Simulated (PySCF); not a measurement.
Isomers of C4H10F2SSi, one GFN2-xTB conformer each. Single-point energies are computed at PBE0/pcSseg-1 (PySCF, gas phase, no added dispersion term), electronic only.

Question: Rank them by PBE0/pcSseg-1 energy, lowest first (kJ/mol).
A. `[CH3:1][C@H:2]([S:3][CH2:4][SiH3:5])[CH:6]([F:7])[F:8]` with C1–C2–S3–C4 -65°, C2–S3–C4–Si5 169°, C1–C2–C6–F7 45°
B. `[CH3:1][S:2][C@@H:3]([F:4])[SiH2:5][CH2:6][CH2:7][F:8]` with C1–S2–C3–F4 70°, S2–C3–Si5–C6 -51°, C3–Si5–C6–C7 -46°, Si5–C6–C7–F8 -174°

Answer: A (0.0), B (27.2).

As drawn, the lower has two fluorines on one carbon, which the higher lacks. GFN2-xTB itself gives, in the same order: 0.0, 43.7. Both levels put the same isomer lowest.

Q: Which frontier levels, dipoles and rotational constants go with these structures?

A: 
```json
{"SMILES": "C[C@H](SC[SiH3])C(F)F", "HOMO (eV, PBE0/pcSseg-1)": "-6.78", "LUMO (eV)": "0.36", "dipole (D)": "0.85", "A, B, C (MHz)": "2783, 662.2, 619.4"}
{"SMILES": "CS[C@@H](F)[SiH2]CCF", "HOMO (eV, PBE0/pcSseg-1)": "-7.06", "LUMO (eV)": "0.47", "dipole (D)": "3.17", "A, B, C (MHz)": "1884, 774.8, 682.5"}
```
